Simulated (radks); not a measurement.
All-electron atom: neutral helium in 1s1 2s1 (not the ground configuration).

Method: non-relativistic Kohn-Sham, PBE, spin-unpolarised, spherical densities, point nucleus; computed with a radial shooting solver on a logarithmic mesh with Libxc functionals.

Energy parts (hartree):
total: -2.07157
kinetic: 2.04956
electron-nucleus: -4.48265
Hartree: 0.97807
exchange-correlation: -0.61654

Orbitals (lengths in bohr, moments of r in powers of bohr):
orbital  occ.  eigenvalue (hartree)     <r>   <1/r>
1s          1              -1.16832  0.7917   1.930
2s          1              -0.09340   4.481  0.3110
2p          0              -0.05283   4.827  0.2668

The highest occupied level is 2s at -2.542 eV. The density falls to 0.001 e/bohr^3 at r = 4.28 bohr. The electron density at the nucleus is 2.534 e/bohr^3. Virial ratio -V/T = 2.01074.
